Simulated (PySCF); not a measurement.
silylphosphine (H5PSi), SMILES [SiH3]P. Coordinates come from a PBE-D3(BJ)/def2-TZVP optimisation.

Level of theory: PBE-D3(BJ)/def2-TZVP in PySCF.

Harmonic wavenumbers (cm⁻¹): 169, 435, 444, 461, 700, 756, 864, 906, 916, 1053, 2154, 2169, 2172, 2320, 2332. Rotational constants (GHz): 50.77, 5.488, 5.468; symmetry number 1.

Q: Work out the zero-point energy and the ideal-gas rigid-rotor harmonic-oscillator thermochemistry at 298.15 K and 1 atm.

A: ZPE = ½ Σ hcν = ½ × 17851 cm⁻¹ = 25.52 kcal/mol. H − E(el) = 29.03 kcal/mol. Entropy in cal/(mol K): translation 38.39, rotation 22.87, vibration 5.92, total 67.19. G − E(el) = 8.99 kcal/mol. Cp = 17.36 cal/(mol K).
